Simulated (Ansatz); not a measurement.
`BC(Cl)I`. Charge 0, multiplicity 1. I: def2 effective core potential. The geometry is a stationary point of PBE0-D4/def2-TZVP.

```xyz
7

B     0.835   -0.244    0.227
C    -0.551   -0.059   -0.431
Cl   -1.891   -1.086   -0.048
I    -0.442    1.780    0.836
H     1.785    0.179   -0.360
H     0.926   -0.911    1.210
H    -0.661    0.342   -1.433
```

Problem. What is the dipole moment at ωB97M-V/def2-TZVPP? (Estimate.)

Solution. The calculation gave: 1.14 D, with components (-0.27, 0.80, -0.77) D in this frame, pointing from negative to positive charge.

Problem. And with PBE, r2SCAN, B3LYP? (Estimate.)

Solution. Computed: PBE 1.20 D, r2SCAN 1.15 D, B3LYP 1.14 D.

Problem. Give the Mulliken charges with ωB97M-V, r2SCAN, B3LYP in def2-TZVPP. (An estimate is asked.)

Solution. Computed: 
```json
{"atom": "B1", "ωB97M-V": "-0.42", "r2SCAN": "-0.24", "B3LYP": "-0.29"}
{"atom": "C2", "ωB97M-V": "-0.04", "r2SCAN": "0.09", "B3LYP": "0.02"}
{"atom": "Cl3", "ωB97M-V": "-0.03", "r2SCAN": "-0.07", "B3LYP": "-0.06"}
{"atom": "I4", "ωB97M-V": "0.07", "r2SCAN": "0.02", "B3LYP": "0.03"}
{"atom": "H5", "ωB97M-V": "0.10", "r2SCAN": "0.02", "B3LYP": "0.05"}
{"atom": "H6", "ωB97M-V": "0.11", "r2SCAN": "0.03", "B3LYP": "0.06"}
{"atom": "H7", "ωB97M-V": "0.21", "r2SCAN": "0.16", "B3LYP": "0.19"}
```

B3LYP here is the variant with VWN-RPA as its local correlation; programs differ in this.
